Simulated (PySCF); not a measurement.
Part of a log for pivaloyl chloride (`C(C)(C)(C(Cl)=O)C`): ground state, then the species with a core hole.

Computed with PySCF, delta-SCF UKS SCAN, pcX-2 on the ionised atom, pcseg-1 elsewhere, spin-free X2C. The program numbers atoms from 0. The cycles run on a coarse integration grid; for E(ground) and E(ion) the exchange–correlation energy is redone on a finer one, so they differ from the last cycle, and only they enter the binding energy.

Coordinates (Å, PBE0-D3(BJ)/def2-SVP):
```
C      0.087043     1.398329    -0.641729
C     -0.062068     0.032942     0.028726
C     -0.132168    -1.075923    -1.028200
C      1.107007    -0.220143     0.986897
C     -1.369602     0.046331     0.811082
O     -2.159330     0.924176     0.864631
Cl    -1.685508    -1.481791     1.715810
H      0.128245     2.205633     0.103519
H      1.016663     1.420352    -1.229523
H     -0.756239     1.607367    -1.314940
H      0.801450    -1.079680    -1.610781
H     -0.967775    -0.910009    -1.725107
H     -0.257190    -2.063906    -0.564336
H      1.157236     0.551471     1.770137
H      1.023891    -1.201987     1.472271
H      2.049742    -0.190267     0.419718
```

```
ground state, core basis on atom 0 (C), 178 functions
  cycle   1  E = -732.48909211  |g| = 8.19e-01
  cycle   2  E = -731.83727766  |g| = 1.96e+00
  cycle   3  E = -732.60088602  |g| = 3.70e-01
  cycle   4  E = -732.63502874  |g| = 8.52e-02
  cycle   5  E = -732.63646795  |g| = 3.53e-02
  cycle   6  E = -732.63678488  |g| = 8.36e-03
  cycle   7  E = -732.63679747  |g| = 3.89e-03
  cycle   8  E = -732.63680326  |g| = 8.07e-04
  cycle   9  E = -732.63680316  |g| = 2.16e-04
  E(ground) = -732.65650761 Eh
hole in C 1s of atom 0
  cycle   1  E = -721.38591764  |g| = 1.51e+00
  cycle   2  E = -720.75019569  |g| = 1.79e+00
  cycle   3  E = -721.89962474  |g| = 3.34e-01
  cycle   4  E = -721.93267595  |g| = 1.65e-01
  ...
  cycle   9  E = -721.94861475  |g| = 1.15e-03
  cycle  10  E = -721.94861639  |g| = 6.92e-04
  cycle  11  E = -721.94861578  |g| = 1.86e-04
  E(ion) = -721.96652285 Eh   <S^2> = 0.7676   hole on atom = 1.000
```

Task: What is the C 1s binding energy of atom 0?

Result: (-721.966523 − (-732.656508)) Eh × 27.2114 eV/Eh = 290.89 eV, for the methyl carbon.

```
ground state, core basis on atom 5 (O), 178 functions
  cycle   1  E = -732.66721249  |g| = 9.73e-02
  cycle   2  E = -732.66573736  |g| = 9.41e-02
  cycle   3  E = -732.66606842  |g| = 8.55e-02
  cycle   4  E = -732.66745728  |g| = 8.79e-03
  cycle   5  E = -732.66747712  |g| = 1.30e-03
  cycle   6  E = -732.66747835  |g| = 4.13e-04
  E(ground) = -732.68456679 Eh
hole in O 1s of atom 5
  cycle   1  E = -712.03446859  |g| = 2.22e+00
  cycle   2  E = -710.91619484  |g| = 2.46e+00
  cycle   3  E = -712.53256868  |g| = 7.40e-01
  cycle   4  E = -712.55820523  |g| = 7.52e-01
  ...
  cycle   9  E = -712.87372202  |g| = 1.43e-03
  cycle  10  E = -712.87372111  |g| = 6.54e-04
  cycle  11  E = -712.87372272  |g| = 2.29e-04
  E(ion) = -712.89083335 Eh   <S^2> = 0.7658   hole on atom = 1.000
```

Task: What is the O 1s binding energy of atom 5?

Result: (-712.890833 − (-732.684567)) Eh × 27.2114 eV/Eh = 538.62 eV, for the carbonyl oxygen.

```
ground state, core basis on atom 1 (C), 178 functions
  cycle   1  E = -732.63946247  |g| = 6.01e-02
  cycle   2  E = -732.63939553  |g| = 2.72e-02
  cycle   3  E = -732.63946573  |g| = 2.15e-02
  cycle   4  E = -732.63958286  |g| = 4.47e-03
  cycle   5  E = -732.63959025  |g| = 8.34e-04
  cycle   6  E = -732.63958996  |g| = 4.19e-04
  E(ground) = -732.65916747 Eh
hole in C 1s of atom 1
  cycle   1  E = -721.34234006  |g| = 1.53e+00
  cycle   2  E = -719.81458465  |g| = 2.40e+00
  cycle   3  E = -721.76520234  |g| = 6.15e-01
  cycle   4  E = -721.76481927  |g| = 6.38e-01
  ...
  cycle   9  E = -721.92362656  |g| = 1.65e-03
  cycle  10  E = -721.92363063  |g| = 7.33e-04
  cycle  11  E = -721.92363113  |g| = 3.86e-04
  E(ion) = -721.94097981 Eh   <S^2> = 0.7724   hole on atom = 1.000
```

Task: What is the C 1s binding energy of atom 1?

Result: (-721.940980 − (-732.659167)) Eh × 27.2114 eV/Eh = 291.66 eV, for the sp3 carbon next to a carbonyl.

The ground state is recomputed for each atom, because the flexible core basis sits on the ionised atom alone; energies of different blocks can't be mixed. Geometry: PBE0-D3(BJ)/def2-SVP; no solvent, vibrations or thermal averaging.

The values belong to the conformer `[CH3:1][C:2]([CH3:3])([CH3:4])[C:5](=[O:6])[Cl:7]`: C1–C2–C5–O6 2°.
Labels such as C1 count atoms from 1, the log's own numbers from 0.
